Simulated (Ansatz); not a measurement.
Li4F4⁺, that is (LiF)4 ring with one electron fewer. The state is a doublet with charge 1. Geometry PBE-D4/def2-SVP, that of the neutral singlet.

```xyz
8

Li   -2.052   -0.416   -0.490
F    -1.112   -0.524   -1.886
Li    0.550   -0.290   -2.053
F     1.929    0.092   -1.161
Li    2.052    0.415    0.490
F     1.112    0.524    1.886
Li   -0.550    0.292    2.053
F    -1.929   -0.092    1.161
```

At PBE-D4/def2-TZVP, r2SCAN-D4/def2-TZVP the gap within one spin of the charge 1 doublet nearly closes, so an electron or hole may be smeared out by delocalisation error.

(1) Estimate the α-spin orbital energies around the gap (eV) in Ansatz with PBE-D4/def2-TZVP, r2SCAN-D4/def2-TZVP, PBE0-D4/def2-TZVP.

Answers

(1) 
```csv
orbital,PBE-D4/def2-TZVP,r2SCAN-D4/def2-TZVP,PBE0-D4/def2-TZVP
HOMO−5,-14.26,-14.81,-16.52
HOMO−4,-14.24,-14.73,-16.47
HOMO−3,-14.21,-14.68,-16.40
HOMO−2,-13.90,-14.39,-16.10
HOMO−1,-13.90,-14.39,-16.10
HOMO,-13.70,-14.19,-15.90
LUMO,-5.21,-4.59,-4.52
LUMO+1,-3.92,-3.14,-3.30
LUMO+2,-3.92,-3.14,-3.30
LUMO+3,-3.71,-2.99,-3.06
LUMO+4,-3.20,-2.50,-2.62
LUMO+5,-3.16,-2.44,-2.51
β HOMO,-13.52,-13.74,-14.61
β LUMO,-13.41,-13.61,-13.51
```
